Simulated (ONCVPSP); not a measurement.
# Before and after: ONCV potential for lanthanum

ONCVPSP 4.0.1 input, shortened (lines: element, Z, core and valence counts, functional; n l f; lmax; l rc ep ncon nbas qcut; lloc lpopt rc5 dvloc0; l nproj debl; icmod fcfact rcfact), PBE, scalar-relativistic:

```
  La 57.00    9    4        4      upf
    1    0    2.00
    2    0    2.00
    2    1    6.00
    3    0    2.00
    3    1    6.00
    3    2   10.00
    4    0    2.00
    4    1    6.00
    4    2   10.00
    5    0    2.00
    5    1    6.00
    5    2    1.00
    6    0    1.00
    3
    0    2.75    0.00    5    8    3.40
    1    2.50    0.00    4    8    4.70
    2    3.10    0.00    4    9    5.90
    3    2.50    0.18    4    8    4.70
    3    5    2.50    0.00
    0    2    3.40
    1    3    1.70
    2    1    3.10
    3    0    3.00
    3    2.00    1.35
```

In the f channel the program set the typed energies aside and used -0.374 Ha.

All-electron outer shells of the reference configuration (PBE, scalar-relativistic, ld1.x):

```csv
shell,level (eV),outermost node (bohr),outermost maximum (bohr)
5s,-44.74,0.77,1.41
5p,-28.20,0.83,1.58
5d,-8.51,0.95,2.19
6s,-8.34,1.85,3.60
```

Change: core correction Teter function, fcfact 2, rcfact 1.28.

Cutoffs: the cutoffs (Ha) at which the residual kinetic energy of the hardest occupied pseudo-wave falls to 1 and 0.1 mHa per electron; they do not see the model core or the augmentation charge, which bear on the density cutoff. Errors are all-electron minus pseudo energies relative to the spin-unpolarised reference configuration.

Q: What does the change do?

A: The potential gets neither clearly harder nor softer (6.3 Ha and 20 Ha → 6.3 Ha and 20 Ha); both files keep a bound ghost (s); of the 4 tests that both files solve, the error grows in 1 and shrinks in 0 by more than 15 % and 0.3 meV (median size 8.9 → 8.8 meV). A model core, the more so a compact one, raises the density cutoff, which this test does not measure.

```csv
quantity,base,changed
"cutoff, loose",6.3 Ha,6.3 Ha
"cutoff, tight",20 Ha,20 Ha
bound ghosts,s,s
GHOST(+) flags under 300 eV,d at 89.3 eV,d at 89.3 eV
"error for 5s2 5p6 5d1 6s2, meV [ΔE -5.97 eV]",-11,-11
"error for 5s2 5p6 5d1 6s0, meV [ΔE 10.89 eV]",-6.9,-6.8
"error for 5s2 5p6 5d0 6s0, meV [ΔE 29.84 eV]",-0.1,+0.4
"error for 5s2 5p6 5d2 6s0, meV [ΔE 0.07 eV]",-18,-18
s: phases at 2.79 bohr within 0.05 rad from the reference energy up to (Ha; the scan ends near 5),-0.1,-0.1
p: phases at 2.54 bohr within 0.05 rad from the reference energy up to (Ha; the scan ends near 5),to the end of the scan,to the end of the scan
d: phases at 3.14 bohr within 0.05 rad from the reference energy up to (Ha; the scan ends near 5),0.2,0.2
f: phases at 2.54 bohr within 0.05 rad from the reference energy up to (Ha; the scan ends near 5),-0.3,-0.3
"rms error of d²Exc/dni dnj with the model core, mHa",0.36,0.51
```

Base: The cutoffs count occupied waves only; projector 1 of the f channel, the hardest unoccupied one, needs 43 Ha at the loose tolerance. Changed file: The cutoffs count occupied waves only; projector 1 of the f channel, the hardest unoccupied one, needs 43 Ha at the loose tolerance. A true bound ghost makes a file unfit for plane-wave use even where its test errors are small: the radial tests pick states by their node count and pass the ghost by.
